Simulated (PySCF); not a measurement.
# Electronic structure of Ca (calcium, neutral) at the UHF level

Configuration: [Ar] 4s2, closed-shell 1S. Computed with PySCF 2.14 in x2c-TZVPall, with scalar relativity by spin-free X2C-1e.

```
Total energy                        : -679.620198 hartree
One-electron energy                 : -930.3305 hartree
Hartree (Coulomb) energy            : 286.1589 hartree
Exchange energy                     : -35.4486 hartree
⟨S²⟩                                : 0.0000
⟨L²⟩                                : 0.000
Sum of ⟨r⟩                          : 21.18 bohr
Sum of ⟨r²⟩                         : 56.15 bohr²
Langevin diamagnetic susceptibility : -44.5 ×10⁻⁶ cm³/mol
Time after the integrals            : 0.05 s of wall time on 1 thread of Neoverse-V2 (shared host)
```

```
shell  electrons  mean orbital energy (eV)  rms radius, mean of both spins (bohr)
   1s          2                   -4084.7                                 0.0888
   2s          2                   -461.57                                  0.393
   2p          6                   -371.05                                  0.362
   3s          2                   -61.539                                   1.24
   3p          6                   -36.431                                   1.38
   4s          2                    -5.341                                   4.50
```

Densities and radii are taken from the X2C orbitals without a picture-change correction, which distorts them close to the nucleus.
